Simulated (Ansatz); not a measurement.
```yaml
crystal:
  periodic: [false, false, false]
  atoms:
    - {symbol: W, position_ang: [-0.000149, 0.000107, -0.023036]}
    - {symbol: S, position_ang: [0.005227, -0.007696, 2.086043]}
    - {symbol: F, position_ang: [1.792749, 0.013427, -0.519752]}
    - {symbol: F, position_ang: [-0.012775, 1.795886, -0.509204]}
    - {symbol: F, position_ang: [-1.795250, -0.009622, -0.511740]}
    - {symbol: F, position_ang: [0.010209, -1.792091, -0.522311]}
basis:
  gaussian: {orbitals: def2-SVPD}
hamiltonian: {xc: {name: HF}}
correlation: {active_space: {window: {electrons: 3, orbitals: 2}}}
scf: {lower_state_search: full}
```

```sh
$ ansatz run in.yaml --threads 4 --pin off --events-out ev --progress --plain --max-ram 4787MiB
```

Task: Predict how Ansatz answers.

Result: The run stopped with an error. The active space doesn't fit the electrons.
```
Functional definition: HF
1449 factors; integrals over basis functions are off by at most 6.8e-4 eV
mean field evaluation 1: about -23429.7353 eV, gradient 7.4e1 eV
mean field evaluation 2: about -23429.8977 eV, gradient 7.4e1 eV
mean field evaluation 4: about -23440.3535 eV, gradient 1.2e1 eV
mean field evaluation 8: about -23440.7104 eV, gradient 8.3e-1 eV
mean field evaluation 16: about -23347.2313 eV, gradient 1.4e2 eV
mean field evaluation 32: about -23440.7135 eV, gradient 1.0e-2 eV
mean field evaluation 64: about -23440.7112 eV, gradient 3.5e-1 eV
mean field -23440.71347538 eV, -861.4303315341 hartree, gradient 1.1e-6 eV, S^2 0.000000; 3 other end points of the search recorded, 0 dependent functions left out
reference -23440.71347538 eV, -861.4303315341 hartree; 33, 33 occupied and 121, 121 virtual orbitals, 1449 factors
Error: 3 electrons in 2 orbitals form no window around the highest filled level of the reference
```
